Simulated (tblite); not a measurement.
Species: C₄H₈OPSi (doublet state).
Cartesian coordinates in Å at the GFN2-xTB level; atoms count from 1:
```
atom  x, y, z in Å
O1    -2.672    0.503   -1.994
C2    -2.485    0.494   -0.812
C3    -1.515   -0.388   -0.078
C4    -0.446   -0.953   -0.993
C5     0.826   -0.944   -0.743
Si6    2.196   -0.491    0.375
P7     1.412    1.008    1.903
H8    -3.052    1.165   -0.136
H9    -1.064    0.154    0.757
H10   -2.096   -1.218    0.339
H11   -0.847   -1.358   -1.918
H12    2.680   -1.633    1.153
H13    3.275    0.126   -0.405
H14    2.651    1.557    2.177
H15    1.132    1.985    0.964
```

Structure optimised with GFN2-xTB, isolated species. This method treats the open shell by occupation alone, without spin polarisation.

Take the most abundant isotopes and a rigid rotor. The values belong to one conformer with, in the numbering `[O:1]=[CH:2][CH2:3]/[CH:4]=[C:5]\[SiH2:6][PH2:7]`, O1–C2–C3–C4 20°, C2–C3–C4–C5 132°, C4–C5–Si6–P7 -15°, C5–Si6–P7–H -156° and -64°.

Task: Give the principal moments of inertia and the rotational constants in MHz.

Result: Ia = 167.07, Ib = 617.79, Ic = 737.11 u·Å²; 505379 MHz·u·Å²/I gives A = 3025, B = 818.0, C = 685.6 MHz.

Task: Classify the top.

Result: An asymmetric top; Ray's κ = -0.887.

Task: Is it planar, by Δ = Ic − Ia − Ib?

Result: Not planar: Δ = Ic − Ia − Ib = -47.75 u·Å². For a rigid frame Δ = −2 Σ m c², so Σ m c² = 23.87 u·Å² lies off the ab plane: 8.84 from hydrogen and 15.04 from heavier atoms. The atom farthest from that plane is 1.83 Å away.

Task: Give the other two planar moments, Paa and Pbb, and the rms extents of the mass along the axes.

Result: Paa = Σ m a² = (Ib + Ic − Ia)/2 = 593.92 and Pbb = Σ m b² = (Ia + Ic − Ib)/2 = 143.20 u·Å². With the mass M = 131.01 u, the rms extents √(P/M) along a, b and c are 2.13, 1.05, 0.43 Å.

For this open shell read J as N, the rotation without spin; fine and hyperfine splittings come on top. Its GFN2-xTB frequencies are all real (lowest 23 cm⁻¹). Zero-point vibration and centrifugal distortion are left out.

These are computed values.
